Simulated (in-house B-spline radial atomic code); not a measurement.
Settings and results of a run for Pd⁸⁺. Computed with a B-spline radial code for spherical atoms: scalar-relativistic (X2C) HSE06, spin-polarised, spherical fractional occupations, exact exchange averaged over the configuration, Fermi nucleus of rms radius 4.5318 fm.

Command:
```bash
python run_scf.py task.json out
```
Settings (nuclear radius in fm, mass in u):
```
Z                46
configuration    [Kr] 4d2
hamiltonian      x2c
method           hse06
spin_polarised   True
nucleus          fermi
rms_radius       4.5318
atomic_mass      105.90348
speed_of_light   137.035999084
exact_exchange   averaged over the configuration
```

Output (hartree, bohr):
```
 radial grid: 65 intervals, B-splines of order 8, outer radius 11.954 bohr

 iter        energy (Eh)    residual
    1       -5018.485023    7.18e-01
    2       -5025.582445    3.54e-01
    3       -5027.164197    7.86e-02
    4       -5027.280751    2.52e-02
    5       -5027.288682    1.12e-02
    6       -5027.290537    8.62e-04
    7       -5027.290545    2.71e-05
    8       -5027.290545    1.84e-06
    9       -5027.290545    1.82e-07

 total energy                     -5027.29055
 kinetic                            5252.5463
 electron-nucleus                 -11981.9308
 Hartree                            1841.9680
 exact exchange                      -33.8543
 exchange-correlation               -106.0197

 orbital      occ     eigenvalue          <r>       <r^2>       <1/r>       r_max
 1s up      1.000      -895.2582    0.0313115  0.00133554     50.1194     0.02002
 1s down    1.000      -895.2584    0.0313114  0.00133554     50.1194     0.02002
 2s up      1.000      -136.2113     0.137813    0.022455     11.3014      0.1167
 2s down    1.000      -136.1864     0.137803   0.0224517     11.3026      0.1167
 2p up      3.000      -122.6613      0.12039   0.0177166      10.621     0.09317
 2p down    3.000      -122.6404     0.120376   0.0177124     10.6221     0.09316
 3s up      1.000       -29.3052     0.377836    0.163436     3.91501      0.3413
 3s down    1.000       -29.2940      0.37779    0.163367     3.91458      0.3413
 3p up      3.000       -24.8150     0.377137    0.165256     3.67287      0.3344
 3p down    3.000       -24.8016     0.377059    0.165142     3.67257      0.3345
 3d up      5.000       -17.6830     0.356054    0.151076     3.43009      0.2819
 3d down    5.000       -17.6572     0.356057    0.151008     3.42912      0.2821
 4s up      1.000        -8.3786     0.903237      0.9172     1.53736      0.8364
 4s down    1.000        -8.2695     0.901768    0.914762     1.54185      0.8343
 4p up      3.000        -6.9764      0.96268     1.04791     1.40665      0.8821
 4p down    3.000        -6.8554     0.962142     1.04756     1.40898      0.8801
 4d up      2.000        -4.8980       1.0943     1.37212     1.19645      0.9745
```

Time taken, with all properties: 1.2 s on 1 thread of Intel(R) Xeon(R) 6975P-C, on a shared host.

One-electron X2C: radii and densities carry no picture-change correction, so inner-shell <1/r> comes out high (for 1s by about 2 % at Z = 33, 5 % at 54, 10 % at 75, 30 % at 118) and <r> low.
